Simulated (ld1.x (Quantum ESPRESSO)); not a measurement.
Scattering properties, ultrasoft potential for Co (Z = 27)

cobalt, ultrasoft, made with ld1.x (Quantum ESPRESSO) 7.5 (LDA (PZ), scalar-relativistic). Core [Ar], reference 3d7 4s2 4p0. Waves: 4s (bound): rcut 1.90, rcutus 2.30 bohr; 4s channel at -0.05 Ry: rcut 1.90, rcutus 2.30 bohr; 4p (bound, empty): rcut 2.70, rcutus 2.90 bohr; 4p channel at 4.05 Ry: rcut 2.70, rcutus 2.90 bohr; 3d (bound): rcut 1.15, rcutus 1.45 bohr; 3d channel at 1.2 Ry: rcut 1.15, rcutus 1.45 bohr. Local part: all-electron potential smoothed inside 2.80 bohr (lloc = -1). Core correction: Bessel-smoothed model core inside 1.15 bohr. Augmentation charge: PSQ, radius 1.25 bohr.

The phase is arctan(r·u′/u) with u = r·R(r), unwrapped; energies in Ry, scanned from -3 to 5 Ry. A pole is an energy at which the radial function vanishes at the test radius. The pseudo phase is shifted by a multiple of π to meet the all-electron one at the reference energy, and phase errors are pseudo minus all-electron; the curves can meet again beyond the range given. Levels narrower than the energy grid can be missing from the lists of poles.

```
channel  radius (bohr)  reference energy (Ry)  poles, all-electron  poles, pseudo  unbroken range about the reference energy with phases within 0.05 rad  phase error 1 Ry above the reference energy (rad)
      s           3.15                  -0.42                 0.36     0.36, 4.97                                                              below 2.4                                             -0.000
      p           3.15                  -0.10                 1.14           1.13                                                        the whole range                                             -0.002
      d           3.15                  -0.62          -0.58, 2.57    -0.58, 2.58                                                              below 4.3                                             +0.000
```

Phases in the s channel:

| E (Ry) | all-electron | pseudo |
| --- | --- | --- |
| -3.00 | 1.364 | 1.364 |
| -2.52 | 1.338 | 1.338 |
| -2.04 | 1.298 | 1.298 |
| -1.56 | 1.227 | 1.227 |
| -1.08 | 1.050 | 1.049 |
| -0.60 | 0.060 | 0.060 |
| -0.12 | -1.329 | -1.329 |
| 0.36 | -1.572 | -1.572 |
| 0.84 | -1.684 | -1.684 |
| 1.32 | -1.786 | -1.786 |
| 1.80 | -1.945 | -1.949 |
| 2.28 | -2.400 | -2.427 |
| 2.76 | -3.774 | -3.837 |
| 3.24 | -4.355 | -4.382 |
| 3.72 | -4.526 | -4.546 |
| 4.20 | -4.607 | -4.627 |
| 4.68 | -4.658 | -4.683 |
